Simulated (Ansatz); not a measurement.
Reaction (silylene formation by 1,1-elimination): `N[Si@@H](Cl)[Si@@H](N)Cl` → `N[SiH](Cl)Cl` + `N[SiH]`

Isolated molecules relaxed with PBE0-D4/def2-TZVP in Ansatz; ΔE leaves out vibrations. CBS: MP2 limit from def2 TZ/QZ plus the TZ coupled-cluster correction, frozen cores. This one scheme is used for every species. DFT in def2-TZVPP. B3LYP here is the variant with VWN-RPA as its local correlation; programs differ in this. Each species was taken in one conformer, which may not be the lowest.

Q: Is it downhill or uphill in electronic energy at CCSD(T)/CBS, and by how much? (Estimate.)

A: Ansatz gave: Uphill: ΔE = +166.8 kJ/mol.

Q: What do these levels give: B3LYP-D4, ωB97X-V, ωB97M-V, SCS-MP2/def2-TZVPP, SCS-MP2/def2-QZVPP, HF/CBS(def2)? (Best estimate.)

A: Ansatz gave: B3LYP-D4 165.3, ωB97X-V 176.6, ωB97M-V 156.7, SCS-MP2/def2-TZVPP 159.1, SCS-MP2/def2-QZVPP 164.2, HF/CBS(def2) 143.5 kJ/mol.

Largest T1 diagnostic among the species: 0.015.

In def2-TZVPP, CCSD(T) changes the Hartree–Fock value by +14.3 kJ/mol (the triples alone add +3.3 kJ/mol) and MP2 by +26.4 kJ/mol. The D4 term adds +21.8 kJ/mol with B3LYP and +12.5 kJ/mol with PBE0; it sums over pairs of atoms, weighted by their polarisabilities, and B3LYP, whose exchange is more repulsive, gets the larger term.
